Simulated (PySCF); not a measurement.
**Field gradients at the hydrogen positions**

Compound: C7H15P.
Geometry (PBE0-D3(BJ)/def2-SVP, Å), atoms numbered from 1 in this order:
```xyz
23
C7H15P angstrom
C      2.6556   -0.5940   -0.4277
P      0.8827   -0.4199   -0.9252
C      0.5778    1.2822   -0.2316
C     -0.8623    1.7752   -0.3220
C     -1.9173    0.9325    0.3971
C     -2.1944   -0.4353   -0.2402
C     -1.3960   -1.6223    0.3023
C      0.1106   -1.4053    0.4526
H      2.9987   -1.6177   -0.6422
H      2.8170   -0.3813    0.6423
H      3.2728    0.0963   -1.0225
H      1.2340    1.9722   -0.7890
H      0.9218    1.2970    0.8195
H     -0.8974    2.8025    0.0795
H     -1.1502    1.8586   -1.3850
H     -1.6448    0.8112    1.4615
H     -2.8533    1.5141    0.3987
H     -2.0227   -0.3538   -1.3284
H     -3.2640   -0.6779   -0.1316
H     -1.5734   -2.4814   -0.3655
H     -1.8035   -1.9171    1.2851
H      0.3421   -0.8958    1.4053
H      0.6245   -2.3798    0.4930
```

Level: PBE0/pcSseg-1 (PySCF, non-relativistic); Q(2H) = 0.00286 b; rigid geometry, the same for H and D, with no vibrational averaging.

Question: Rank these positions by the coupling χzz of a deuteron there, largest first.
A. H18 (methylene hydrogen)
B. H10 (methyl hydrogen)
C. H14 (methylene hydrogen)

Answer: B (196 kHz), C (192 kHz), A (187 kHz).

Question: Tabulate Vzz, the asymmetry η and χzz = 234.96 MHz × Q × Vzz for every hydrogen position.

Answer: 
```tsv
atom	bonded to	bond length (Å)	Vzz (au)	η	χzz (kHz)
H9	C1	1.101	0.2954	0.01	198
H10	C1	1.103	0.2911	0.00	196
H11	C1	1.101	0.2957	0.01	199
H12	C3	1.103	0.2883	0.03	194
H13	C3	1.106	0.2825	0.02	190
H14	C4	1.104	0.2850	0.03	192
H15	C4	1.104	0.2812	0.03	189
H16	C5	1.105	0.2828	0.02	190
H17	C5	1.102	0.2873	0.03	193
H18	C6	1.105	0.2788	0.03	187
H19	C6	1.102	0.2876	0.03	193
H20	C7	1.102	0.2856	0.03	192
H21	C7	1.104	0.2841	0.03	191
H22	C8	1.105	0.2844	0.02	191
H23	C8	1.102	0.2901	0.02	195
```

Question: A static deuteron (I = 1) shows a doublet split by (3/2)χ, (3/4)χ(1 + η) and (3/4)χ(1 − η) with the field along z, y and x of the gradient. What are these for H12?

Answer: With |χ| = 193.7 kHz and η = 0.025: 291, 149 and 142 kHz, to first order and without motion.

One conformer (not necessarily the lowest) at the PBE0-D3(BJ)/def2-SVP geometry, without solvent, vibrations or thermal averaging. A larger basis could move these couplings by a tenth or more.
